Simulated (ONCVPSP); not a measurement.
**Fe: variants of one ONCV potential**

Base potential:

iron (Fe), optimised norm-conserving Vanderbilt (ONCV), made with ONCVPSP 4.0.1 (LDA (Perdew-Zunger), scalar-relativistic). Core [Ar], reference 3d6 4s2. Waves: 4s: rc 2.55 bohr, ncon 4, nbas 7, qcut 2 1/bohr, 2 projectors, debl 2.8 Ha; p scattering state at 0.1 Ha: rc 2.20 bohr, ncon 4, nbas 8, qcut 4.4 1/bohr, 2 projectors, debl 3.1 Ha; 3d: rc 1.75 bohr, ncon 4, nbas 9, qcut 8.5 1/bohr, 3 projectors, debl 0.4 Ha. Local part: polynomial inside 1.35 bohr (lpopt 1, dvloc0 4 Ha). Core correction: Teter function, fcfact 4.5, rcfact 1.7.

In the p channel the program set the typed energies aside and used 0.050, 3.150 Ha.

Cutoffs, loose and tight: the cutoffs (Ha) at which the residual kinetic energy of the hardest occupied pseudo-wave falls to 1 and 0.1 mHa per electron. They do not see the model core or the augmentation charge, which bear on the density cutoff. Test errors are all-electron minus pseudo excitation energies from the reference, over the configurations 3d6 4s1; 3d6 4s0; 3d5 4s0; 3d5 4s2. A dash means not determined; rows that change the core or the reference have their own tests.

| change | outcome | cutoff, loose | cutoff, tight | bound ghosts | GHOST(+) flags above zero | largest test error (meV) |
| --- | --- | --- | --- | --- | --- | --- |
| base | generated, projector energies reset by the program | 30 Ha | 34 Ha | none | s | -525 |
| p: ncon 3, nbas 7 | generated, projector energies reset by the program | 30 Ha | 34 Ha | none | s | -525 |
| s: debl 0.8 | generated, projector energies reset by the program | 30 Ha | 34 Ha | none | s | -525 |
| local potential polynomial inside 1.35 bohr (lpopt 1, dvloc0 9 Ha) | generated, projector energies reset by the program | 30 Ha | 34 Ha | none | none | -525 |
| fully relativistic | generated, projector energies reset by the program | 30 Ha | 34 Ha | none | s | -520 |
| s: rc 2.56 | generated, projector energies reset by the program | 30 Ha | 34 Ha | none | s | -531 |
| core correction Teter function, fcfact 7.9, rcfact 1.7 | generated, projector energies reset by the program | 30 Ha | 34 Ha | none | s | -683 |
